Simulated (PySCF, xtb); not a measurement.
furan-2-ylsilane (C₄H₆OSi), SMILES [SiH3]c1ccco1.

GFN2-xTB (xtb 6.7.1) at its own geometry gives an orbital gap of 4.26 eV and a dipole moment of 0.26 D.

Coordinates come from a ωB97X-D3(BJ)/def2-SVP optimisation.

Q: What does M06-2X/def2-TZVP (PySCF) give? (An estimate is asked for; the answer gives what the named calculation found.)

A: gap 8.43 eV (levels -7.85 and 0.58 eV), dipole 0.93 D.
